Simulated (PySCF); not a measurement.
Unrelated species, one level of theory. Method: TDDFT CAM-B3LYP/def2-SVPD, vertical, gas phase, core orbitals frozen in the response (PySCF). Geometries: PBE0-D3(BJ)/def2-SVP; one conformer of each isolated species. Triplets are in the Tamm–Dancoff approximation. Atoms past krypton carry core potentials; spin–orbit coupling is left out.

**Question.** Rank by computed HOMO energy, lowest first.
A. `C#C[Si]1(N(C)C)[SiH2][SiH2][SiH2]1`
B. `C=CC[P@@+](C)([AlH3-])P`
C. `BCBO[C@@H](C)CCl`
D. `C#[C][GeH2][CH2]F`
E. `COC(=O)/C=C\Cl`
F. `[H][Sn]([CH3])([CH3])[SiH3]`

**Answer.** C (-9.89 eV), D (-9.50 eV), E (-9.23 eV), F (-8.73 eV), B (-8.60 eV), A (-7.35 eV).

```csv
SMILES,HOMO (eV),first f ≥ 0.01 (nm),T1 (eV),gap (eV),f (S1),S1 mainly
BCBO[C@@H](C)CCl,-9.89,220,4.99,9.23,0.022,H→L (61%)
C#[C][GeH2][CH2]F,-9.50,162,5.00,10.31,0.000,H-1→L (39%)
COC(=O)/C=C\Cl,-9.23,213,–,8.64,0.000,H-1→L (92%)
[H][Sn]([CH3])([CH3])[SiH3],-8.73,184,5.98,9.54,0.054,H→L+1 (85%)
C=CC[P@@+](C)([AlH3-])P,-8.60,208,4.34,8.90,0.207,H→L (83%)
C#C[Si]1(N(C)C)[SiH2][SiH2][SiH2]1,-7.35,248,3.62,7.01,0.003,H→L (93%)
```

H and L stand for HOMO and LUMO; a dash means that no computed state gives the value.

- `BCBO[C@@H](C)CCl`: Löwdin shares by element: HOMO chlorine 22%, oxygen 19%, carbon 16% or more, boron 13% or more (atoms not listed hold the other 30%); LUMO boron 53%, carbon 16% or more, hydrogen 8% or more (atoms not listed hold the other 22%).
- `C#[C][GeH2][CH2]F`: Löwdin shares by element: HOMO carbon 71%, germanium 10% (atoms not listed hold the other 19%); LUMO carbon 44%, germanium 30% (atoms not listed hold the other 26%).
- `COC(=O)/C=C\Cl`: Löwdin shares by element: HOMO carbon 53% or more, chlorine 32%, oxygen 4% or more; LUMO carbon 64% or more, oxygen 13% or more (atoms not listed hold the other 23%).
- `[H][Sn]([CH3])([CH3])[SiH3]`: Löwdin shares by element: HOMO silicon 34%, tin 28%, carbon 15% (atoms not listed hold the other 23%); LUMO tin 39%, carbon 15%, silicon 11% (atoms not listed hold the other 34%).
- `C=CC[P@@+](C)([AlH3-])P`: Löwdin shares by element: HOMO phosphorus 49%, aluminium 19%, hydrogen 18% or more; LUMO phosphorus 57%, aluminium 7%, carbon 5% or more (atoms not listed hold the other 31%).
- `C#C[Si]1(N(C)C)[SiH2][SiH2][SiH2]1`: Löwdin shares by element: HOMO silicon 35% or more, nitrogen 34% (atoms not listed hold the other 31%); LUMO silicon 64% (atoms not listed hold the other 36%).
